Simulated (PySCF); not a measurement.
Bonds (- single, = double, # triple, : aromatic): F1-C2, C2:C3, C3:C4, C4-N5, N5-Si6, C4:C7, C7:C8, C8:C9, C9-Si10, C9:C2. C3 carries H11; N5 carries H12; Si6 carries H13, H14, H15; C7 carries H16; C8 carries H17; Si10 carries H18, H19, H20.

[PySCF: σ from GIAO-PBE0/pcSseg-1; GFN2-xTB structure; one conformer; non-relativistic Hamiltonian; no solvent model; averaged over atoms made equivalent by symmetry, fast rotation or ring inversion]

Scale: TMS for 13C (186.93 ppm) and 1H (31.72 ppm) and 29Si (349.16 ppm); 19F (170.95 ppm) against CFCl3; 15N (267.73 ppm) vs NH3 (reference shieldings calculated alike).

| atoms | nucleus | count | δ (ppm) |
| --- | --- | --- | --- |
| Si6 | 29Si | 1 | -64.5 |
| H17 | 1H | 1 | ? |
| Si10 | 29Si | 1 | -76.2 |
| H16 | 1H | 1 | ? |
| F1 | 19F | 1 | ? |
| C4 | 13C | 1 | 156.5 |
| H11 | 1H | 1 | 6.49 |
| C7 | 13C | 1 | 116.3 |
| C2 | 13C | 1 | ? |
| H12 | 1H | 1 | 3.33 |
| C8 | 13C | 1 | ? |
| C3 | 13C | 1 | 102.5 |
| N5 | 15N | 1 | 68.9 |
| C9 | 13C | 1 | 108.7 |
| H18/H19/H20 | 1H | 3 | 4.51 |
| H13/H14/H15 | 1H | 3 | 4.81 |

Task: Fill in the missing shifts.

Result: 
- C2: 178.7 ppm, aromatic carbon bearing fluorine; σ withdrawal by the attached heteroatom moves it downfield of the ring CH carbons
- C8: 143.5 ppm, aromatic CH
- H17: 7.51 ppm, hydrogen on an aromatic CH; ring-current deshielding
- H16: 6.47 ppm, hydrogen on an aromatic CH; ortho or para to a lone-pair donor, hence upfield of benzene
- F1: -103.7 ppm, aryl fluorine

OH/NH shifts are gas-phase values; hydrogen bonding in solution moves them, usually downfield. Shifts are as computed. Against solution values, carbons near 30 ppm lie about +3 ppm off and those near 130 ppm about +5 ppm. Of 1309 compounds with measured shifts, 239 miss one by over three times the rms of a fit or turn the order of signals round; such compounds aren't used in these exercises. Unscaled 19F shifts against computed CFCl3 carry errors that often reach 10 to 50 ppm. Experimental scales use liquid or dissolved standards, which lie at an offset from isolated NH3 (liquid NH3: subtract about 20 ppm).
